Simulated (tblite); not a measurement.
C₄H₉, charge +1, singlet, geometry from GFN2-xTB; tblite 0.6.0 with GFN1-xTB.

tblite was given this input:
```
$ tblite run mol.xyz --method gfn1 --charge 1 --spin 0 --grad --json tblite.json --no-restart

# file mol.xyz
13

C     -0.39303445     1.37528354     0.22505520
C     -0.00000000     0.00000000     0.00000000
C      1.35975962    -0.41783344     0.27018461
C     -0.96672517    -0.95745010    -0.49523981
H      0.25720952     2.04590390    -0.34783633
H     -0.18246562     1.65665671     1.26295861
H     -1.43391399     1.58209568    -0.00908249
H      1.79740100    -0.86304328    -0.63037733
H      1.35772586    -1.25229047     0.98041762
H      2.00243572     0.37766646     0.63783836
H     -1.39509781    -0.59898984    -1.43797876
H     -0.56852173    -1.95976214    -0.62875587
H     -1.83477295    -0.98823703     0.17281619
```

Output, abridged:

```
xTB calculator
 | screened Coulomb repulsion
 | Coulomb electrostatics
 |  * isotropic Klopman-Ohno-Mataga-Nishimoto electrostatics
 |  * onsite third-order electrostatics
 | DFT-D3(BJ) dispersion correction

halogen bonding energy    0.0000000000000E+00 Eh
repulsion energy          2.1104694671477E-01 Eh
dispersion energy        -3.7487920232024E-03 Eh
number of electrons       2.4000000000000E+01 e
integral cutoff           1.9731147476801E+01 bohr

------------------------------------------------------------
  cycle        total energy    energy error   density error
------------------------------------------------------------
      1     -12.79695672330  -1.3004255E+01   5.4520754E-01
      2     -12.80694415758  -9.9874343E-03   3.1874993E-01
      3     -12.80612077822   8.2337935E-04   3.5977715E-02
      4     -12.80743712421  -1.3163460E-03   4.5477005E-03
      5     -12.80745189738  -1.4773168E-05   6.0099350E-04
      6     -12.80745217086  -2.7347940E-07   1.4510305E-04
      7     -12.80745218672  -1.5859372E-08   1.2284569E-05
------------------------------------------------------------

electronic energy        -1.3014750341411E+01 Eh
total energy             -1.2807452186719E+01 Eh

Post processing:
 | Mayer-Wiberg bond orders

[Info] Tight-binding results written to 'tblite.txt'
[Info] JSON dump of results written to 'tblite.json'
```
